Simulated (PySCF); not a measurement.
**Polarisability and C₆ of Os⁵⁰⁺ (osmium, charge +50)**

[Ar] 3d8, high-spin 3F determinant. Computed with PySCF 2.14 in an uncontracted even-tempered set (17 s from 12 bohr⁻², ratio 2.5; 13 p from 15 bohr⁻², ratio 2.5; 7 d from 15 bohr⁻², ratio 2.5; 4 f from 62 bohr⁻², ratio 2.7; 3 g from 93 bohr⁻², ratio 2.7), with the spin-free X2C one-electron Hamiltonian (Gaussian nucleus). Coupled (time-dependent) response in atomic units; α is the mean over directions.

| method | mean α (bohr³) | C₆ (like pair) | S(−4) |
| --- | --- | --- | --- |
| UHF | 0.001706 | 0.0001515 | 1.671e-06 |
| PBE0 | 0.001714 | 0.0001518 | 1.751e-06 |

S(−4) is the Cauchy moment in α(ω) = α(0) + S(−4) ω² + …

Spin-orbit coupling is absent.

α(iu) at UHF:

```csv
u (hartree),α(iu) (bohr³)
0,0.001706
7.00,0.001633
14.0,0.001481
28.0,0.001226
42.0,0.001069
56.0,0.0009531
70.0,0.0008554
105,0.0006548
140,0.0005038
210,0.0003115
350,0.0001458
```

A single London oscillator, α(iu) = α/(1 + u²/ω²), gives C₆ = (3/4) ω α². Matching the computed C₆ needs ω = 4 × 0.0001515 / (3 × 0.001706²) = 69.4 hartree.

For an ion, C₆ is the dispersion term alone; charge-induced terms of lower order in 1/R come first.

Spin-orbit coupling is strong in this species (close to jj coupling), so the high-spin LS determinant is a model state, not a physical level.
